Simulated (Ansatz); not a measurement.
Consider the ligand exchange at the Si–N bond: `O[SiH]([SiH3])N[SiH3]` + H–F → `O[SiH](F)[SiH3]` + `N[SiH3]`.

Computed with Ansatz on PBE0-D4/def2-TZVP structures; ΔE is electronic, products minus reactants. CBS: MP2 limit from def2 TZ/QZ plus the TZ coupled-cluster correction, frozen cores. This one scheme is used for every species. Functionals use def2-TZVPP. Each species was taken in one conformer, which may not be the lowest.

| level | ΔE (kJ/mol) |
| --- | --- |
| r2SCAN | -81.9 |
| MP2/CBS(def2) | -68.9 |

Question: What does CCSD(T)/CBS give? (Estimate.)

Answer: Ansatz gave: -71.4 kJ/mol. The listed levels differ from it by -10.5, 2.5 kJ/mol.

Largest T1 diagnostic among the species: 0.013.

The D4 term adds +17.1 kJ/mol with B3LYP and +9.8 kJ/mol with PBE0; it sums over pairs of atoms, weighted by their polarisabilities, and B3LYP, whose exchange is more repulsive, gets the larger term. In def2-TZVPP, CCSD(T) changes the Hartree–Fock value by +29.2 kJ/mol (the triples alone add +4.6 kJ/mol) and MP2 by +31.7 kJ/mol.

B3LYP here is the variant with VWN-RPA as its local correlation; programs differ in this.
